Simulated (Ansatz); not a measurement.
TaSe₂⁺. The state is a quintet with charge 1. Geometry r2SCAN-D4/def2-TZVP; atoms count from 1.

```xyz
3

Ta   -0.588   -0.511    0.954
Se   -0.493    1.558   -0.038
Se    1.081   -1.046   -0.916
```

In the def2 sets Ta takes a core potential; there is no spin–orbit coupling. At PBE0-D4/def2-TZVP a singlet of charge 1 lies 1.97 eV below the quintet, each at its own geometry. The structure comes from a short search, and lower isomers may exist.

Q: Estimate the Mulliken populations from the PBE0/def2-TZVP orbitals of Ansatz.

A: 
| atom | charge (e) | spin (α − β) | d electrons |
| --- | --- | --- | --- |
| Ta1 | 0.85 | 2.19 | 3.24 |
| Se2 | 0.00 | 0.25 | – |
| Se3 | 0.15 | 1.56 | – |
Mulliken values and Mayer orders depend strongly on the basis.

Q: Where does the spin sit?

A: Summed by element: Ta 2.19, Se 1.81, of 4 unpaired in all. Largest on single atoms: Ta1 2.19, Se3 1.56, Se2 0.25.

Q: And the Mayer bond orders between bonded heavy atoms (over 0.3)?

A: Ta1–Se2 2.14 (2.30 Å); Ta1–Se3 1.03 (2.56 Å). Values over 0.3 also appear between atoms too far apart for a bond (Se2–Se3 0.40 at 3.17 Å); they arise where an orbital or an unpaired electron spreads over both atoms.
